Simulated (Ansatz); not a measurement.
`[CH3][Hf]([CH3])([CH3])[F]` at its PBE0-D4/def2-TZVP geometry, where that method's forces vanish. Total charge 0; spin multiplicity 1. Hf: def2 effective core potential.

```xyz
14

C     1.1975    1.6471    0.4171
Hf    0.4971   -0.3997   -0.0540
C    -0.8688   -1.0593    1.5589
C    -0.6717   -0.3057   -1.9325
F     1.9665   -1.6002   -0.2333
H     1.0960    1.8621    1.4887
H     2.2455    1.8196    0.1486
H     0.5958    2.3926   -0.1195
H    -0.3729   -1.6608    2.3289
H    -1.3241   -0.1958    2.0613
H    -1.6891   -1.6646    1.1517
H    -1.6984    0.0259   -1.7289
H    -0.7375   -1.2714   -2.4465
H    -0.2359    0.4104   -2.6407
```

What forces (eV/Å) does B3LYP-D4/def2-TZVPP give on these atoms in the Gaussian-basis code of Ansatz? (Estimate.)

The calculation gave: 
```
C1   0.056  0.191  0.046
Hf2 -0.017  0.016  0.004
C3  -0.133 -0.056  0.145
C4  -0.110  0.014 -0.172
F5   0.172 -0.141 -0.022
H6   0.008 -0.005 -0.043
H7  -0.043 -0.001  0.010
H8   0.026 -0.025  0.024
H9  -0.024  0.027 -0.028
H10  0.015 -0.038 -0.017
H11  0.032  0.022  0.021
H12  0.040 -0.013 -0.012
H13 -0.002  0.041  0.019
H14 -0.020 -0.031  0.026
```

B3LYP here is the variant with VWN-RPA as its local correlation; programs differ in this.
